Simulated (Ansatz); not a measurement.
Two isomers of CH4ClFSSi: A = `FCS[SiH2]Cl`, B = `FC[SiH](S)Cl`.

Computed with Ansatz on PBE0-D4/def2-TZVP structures; ΔE is electronic, products minus reactants. CCSD(T)/CBS is the MP2 limit (def2-TZVPP, def2-QZVPP) plus CCSD(T) − MP2 in def2-TZVPP, frozen cores. Functionals use def2-TZVPP. B3LYP here is the variant with VWN-RPA as its local correlation; programs differ in this. Each species was taken in one conformer, which may not be the lowest.

Problem. Which is lower in electronic energy at CCSD(T)/CBS, and by how much? (Estimate.)

Solution. Ansatz gave: B, by 6.4 kcal/mol.

Problem. Give E(B) − E(A) in kcal/mol with B3LYP, B3LYP-D4, r2SCAN-D4, CCSD(T)/def2-TZVPP, CCSD/def2-TZVPP, PBE-D4, MP2/def2-TZVPP. (An estimate is asked.)

Solution. Computed: B3LYP -6.2, B3LYP-D4 -6.2, r2SCAN-D4 -6.1, CCSD(T)/def2-TZVPP -6.5, CCSD/def2-TZVPP -6.9, PBE-D4 -5.6, MP2/def2-TZVPP -6.2. None reverses the order clearly.

Largest T1 diagnostic: 0.011.
